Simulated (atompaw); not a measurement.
# Pseudopotential generation for thallium (Tl): PAW (atompaw), PBE, scalar-relativistic.

thallium, PAW, made with atompaw 4.2.0.5 (PBE, scalar-relativistic). Core [Xe] 4f14 5d10, reference 6s2 6p0 (charge +1). Waves: 6s (bound): rc 2.65 bohr; 6s channel at 0.05 Ry: rc 1.55 bohr; 6p (bound, empty): rc 2.65 bohr; 6p channel at 2.55 Ry: rc 2.65 bohr. Local part: troulliermartins scheme with l = 2 at 0 Ry, radius 2.40 bohr. Core correction: smooth core density matched at 2.30 bohr. Augmentation charge: sinc compensation charge, radius 2.00 bohr; PAW radius 2.65 bohr; waves and projectors: modrrkj vanderbiltortho.

All-electron outer shells of the reference configuration (PBE, scalar-relativistic, ld1.x):

```
shell  level (eV)  outermost node (bohr)  outermost maximum (bohr)
   5d      -22.75                   0.53                      1.11
   6s      -16.31                   1.04                      2.05
   6p       -8.19                   1.22                      2.70
```

Question: Does the generator finish with these settings?

Answer: No. atompaw 4.2.0.5 stopped with "atompaw: The overlap operator has at least one negative eigenvalue!": the overlap operator built from these waves and projectors is not positive definite.
